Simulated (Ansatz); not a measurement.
Cost and result for the atomization energy of ClF2GeH3Si, SMILES `F[Si](F)(Cl)[GeH3]` (8 atoms, 7 bonds).

```tsv
atom	x (Å)	y (Å)	z (Å)
F1	-1.047	1.776	-0.955
Si2	-1.046	0.397	-0.174
F3	-1.831	0.647	1.179
Cl4	-2.119	-0.935	-1.273
Ge5	1.162	-0.350	0.242
H6	1.907	0.695	1.083
H7	1.098	-1.681	0.998
H8	1.876	-0.547	-1.100
```

Charge 0, multiplicity 1. Correlated methods include outer-core shells of Ge, which these sets cover unevenly. Scalar relativity is left out up to krypton. The geometry is a stationary point of PBE0-D4/def2-TZVP. Program: Ansatz. All runs use 4 threads of an Arm Neoverse V1 on a shared host. Times are those of one run each, without the atoms' runs, and a repeat can differ threefold. Electronic energies, without spin–orbit coupling; frozen cores. CCSD(T)/CBS adds CCSD(T) − MP2 in def2-TZVPP to the MP2 limit, and its time is that of the two runs behind it. T1 = 0.012. With those shells the extrapolation isn't a true limit.

CCSD(T)/CBS is a level of theory with its own doubt, some kJ/mol a heavy atom from the limit and from the frozen cores, so smaller differences don't rank the functionals.

```tsv
level	functions	wall time	atomization (kcal/mol)	difference from CCSD(T)/CBS	per bond
LDA (SPW92)/def2-TZVPP	236	1.4 s	736.8	85.2	12.2
BLYP-D4/def2-TZVPP	236	2.2 s	636.4	-15.2	-2.2
BHLYP-D4/def2-TZVPP	236	4.3 s	623.2	-28.4	-4.1
CAM-B3LYP-D4/def2-TZVPP	236	4.7 s	645.5	-6.1	-0.9
B2PLYP/def2-TZVPP	236	6.5 s	635.8	-15.8	-2.2
PBE-QIDH/def2-TZVPP	236	7 s	640.2	-11.4	-1.6
CCSD(T)/def2-SVP	111	8 s	590.8	-60.8	-8.7
B97M-V/def2-TZVPP	236	10 s	654.4	2.8	0.4
ωB97X-V/def2-TZVPP	236	10 s	650.9	-0.7	-0.1
ωB97M-V/def2-TZVPP (with forces)	236	15 s	645.4	-6.2	-0.9
MP2/def2-QZVPP	433	23 s	660.0	8.4	1.2
CCSD(T)/def2-TZVPP	236	3.9 min	633.0	-18.6	-2.7
CCSD(T)/CBS(def2)	–	4.3 min	651.6	0.0	0.0
```

At CCSD(T), def2-SVP lies −60.8 kcal/mol from the extrapolated value and def2-TZVPP −18.6 kcal/mol: correlation converges slowly with the basis, and small sets miss more of it in the bonded molecule than in its fragments. The D4 term adds +8.2 kcal/mol with B3LYP and +4.3 kcal/mol with PBE0; it sums over pairs of atoms, weighted by their polarisabilities, and B3LYP, whose exchange is more repulsive, gets the larger term. From BLYP to BHLYP (50 % exact exchange), in def2-TZVPP and without D4, the atomization energy moves by −9.6 kcal/mol: exact exchange takes away binding that semilocal exchange gives to molecules.

B3LYP here is the variant with VWN-RPA as its local correlation; programs differ in this.
